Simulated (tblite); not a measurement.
Species: C7H5FN (doublet state).
InChI=1S/C7H5FN/c8-6-2-4-1-5(3-9)7(4)6/h1-2,4,6-7H/t4-,6-,7+/m1/s1

Calculated harmonic vibrations of the isolated species, GFN2-xTB (tblite), most abundant isotopes, no scaling. Against measured fundamentals such values can be off by several per cent, at times by over 20. Open shells enter through the occupations alone, without spin polarisation, and single modes of such species can be off by tens of per cent.

Harmonic wavenumbers (cm⁻¹): 96.6, 110.9, 175.1, 187.6, 269.3, 336.4, 351.6, 516.2, 530.2, 594.8, 608.6, 784.5, 789.2, 887.5, 920.4, 958.3, 979.7, 983.2, 998.8, 1060.3, 1087.3, 1118.0, 1130.3, 1137.8, 1163.2, 1199.5, 1226.5, 1243.5, 1262.2, 1632.5, 2355.2, 2867.5, 2983.9, 3055.9, 3133.7, 3169.7.

A = 3212, B = 1240, C = 977.8 MHz; mass 122.041 u (most abundant isotopes); point group C1, symmetry number 1; spin multiplicity 2.

**Question.** Zero-point energy?

**Answer.** Half the sum of the wavenumbers: 20953 cm⁻¹ = 59.91 kcal/mol.

**Question.** Entropy at 298.15 K, 1 bar (ideal gas, RRHO, classical rotation)?

**Answer.** Translation 40.34, rotation 28.80, vibration 19.12, spin (R ln 2) 1.38: S = 89.6 cal/(mol K).

**Question.** And Cp and H(298.15 K) − H(0)?

**Answer.** Cp = 31.26 cal/(mol K), of which vibrations give 23.31 (their classical limit is 36 R = 71.5); H(298.15 K) − H(0) = 5.63 kcal/mol without the zero-point energy, 3.26 from vibrations.

**Question.** Blend soft modes into free rotors: weight 1/[1 + (100 cm⁻¹/ν̃)⁴] for the oscillator and the rest for a rotor with moment μB/(μ + B), μ = h/(8π²ν), B = 10⁻⁴⁴ kg m². What vibrational entropy results?

**Answer.** 18.59 cal/(mol K) in place of 19.12, which changes −T·S at 298.15 K by +0.16 kcal/mol.

**Question.** Which modes carry the vibrational entropy at 298.15 K?

**Answer.** 96.6 cm⁻¹: 3.52; 110.9 cm⁻¹: 3.25; 175.1 cm⁻¹: 2.38; 187.6 cm⁻¹: 2.25; 269.3 cm⁻¹: 1.60; 336.4 cm⁻¹: 1.23 cal/(mol K); the other 30 give 4.88 together.

**Question.** How do the functions run with temperature in this model?

**Answer.** 
| T (K) | S (cal/(mol K)) | Cp (cal/(mol K)) | H − H(0) (kcal/mol) | G − H(0) (kcal/mol) | ln q(vib) |
| --- | --- | --- | --- | --- | --- |
| 50 | 57.3 | 10.6 | 0.44 | -2.43 | 0.12 |
| 100 | 66.1 | 15.1 | 1.08 | -5.53 | 0.70 |
| 373.15 | 97.3 | 37.5 | 8.21 | -28.11 | 5.52 |
| 500 | 109.5 | 46.0 | 13.54 | -41.24 | 7.95 |
| 750 | 130.5 | 56.9 | 26.54 | -71.33 | 12.68 |
| 1000 | 147.8 | 63.4 | 41.65 | -106.18 | 17.11 |

q(vib) and H(0) count from the zero-point level.

**Question.** What must be added to the electronic energy to get the Gibbs energy at 298.15 K and 1 bar?

**Answer.** ZPE + [H(298.15 K) − H(0)] − T·S = 59.91 + 5.63 − 26.73 = 38.81 kcal/mol.

Hindered rotation and anharmonicity are outside this model. The structure is chiral; the term R ln 2 for an equal mix with its mirror image is left out.
